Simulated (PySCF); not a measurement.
## Excitation energy of Te by level of theory

Te [Kr] 4d10 5s2 5p4 (3P) → Te [Kr] 4d10 5s2 5p3 6s1 (5S), as a difference of total energies. Computed with PySCF 2.14 in aug-cc-pVTZ-PP with one added diffuse shell each of d, f type with ECP28MDF (6s5p5d3f, 67 functions), with a scalar-relativistic core potential. Correlated levels: valence: 4s2 4p6 4d10 frozen. The calculations carry no spin-orbit coupling.

```
           method  excitation energy (eV)
              UHF                   4.724
              LDA                   5.335
              PBE                   5.197
             PBE0                   5.287
           r2SCAN                   5.438
          r2SCAN0                   5.432
              M06                   5.514
             BLYP                   5.367
        BHandHLYP                   5.518
    MP2 (valence)                   5.029
SCS-MP2 (valence)                   5.213
```

Q: How much does correlation contribute at MP2 (valence)?

A: 5.029 − (4.724) = 0.305 eV, measured against UHF.

Errors of the correlated levels include the incompleteness of this basis and the frozen core.

For comparison: 5.226 eV (measured; NIST levels, between the centres of gravity of the two terms).
